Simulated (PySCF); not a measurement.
## Ionising CaO

PBE; basis Ca 6-31G(d,p), O 6-31G(d,p); no relativity; PySCF 2.14. Neutral (UKS): singlet (closed shell), Re = 1.815 Å, ωe = 777 cm⁻¹, De = 5.32 eV, HOMO -3.79 eV, LUMO -2.42 eV.

CaO⁺ (UKS): doublet (π ↑), Re = 1.976 Å, ωe = 641 cm⁻¹, De = 4.19 eV to Ca⁺ + O. The energies at the minima are -752.45634 hartree for CaO and -752.19036 for CaO⁺.

Problem. Work out the adiabatic ionisation energy, without and with harmonic zero-point energies (1 hartree = 27.2114 eV, 1 eV = 8065.5 cm⁻¹), and the change of the bond length.

Solution. At PBE: 0.26598 hartree = 7.238 eV between the minima; the zero-point term (641.0 − 777.0)/2 cm⁻¹ = -0.008 eV makes it 7.229 eV. Re changes by +16.1 pm against the neutral. Minus the HOMO energy is 3.79 eV, -3.45 eV from the value between the minima; self-interaction puts the Kohn–Sham level too high, less so with exact exchange. The electron leaves a π orbital; in so polar a molecule the change of length follows mostly from the change of the ionic charges.

For an ion De counts to the pair picked by the measured ionisation energies or electron affinities, which need not be the lowest pair at this level. States were picked by a PBE0 search and need not be the measured ground states.
